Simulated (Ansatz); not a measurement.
Basis-set extrapolation for `[AlH2][O]C[SiH2]S` (PBE0-D4/def2-TZVP geometry, frozen core, the Gaussian-basis code of Ansatz). Multiplicity 1, RHF reference.

```csv
,def2-TZVPP,def2-QZVPP
HF,-1045.326719,-1045.360037
MP2 correlation,-0.792069,-0.853613
CCSD(T) correlation,-0.884774,not run
```

Energies in hartree. Use E(X) = E(∞) + A·exp(−7.88·√X) for Hartree–Fock and E(X) = E(∞) + B·X^(−2.97) for correlation, with X = 3 and 4, and add CCSD(T) minus MP2 of the smaller set to the MP2 limit.

**Question.** What is the CCSD(T) energy at the basis-set limit?

**Answer.** HF limit: -1045.360037 + (-0.033318) × 0.13774 = -1045.36463. MP2 limit: -0.853613 + (-0.061544) × 0.74074 = -0.89920. Higher-order term: -0.884774 − (-0.792069) = -0.09270. Total: -1046.35653 hartree, 91.0 kcal/mol below CCSD(T)/def2-TZVPP.
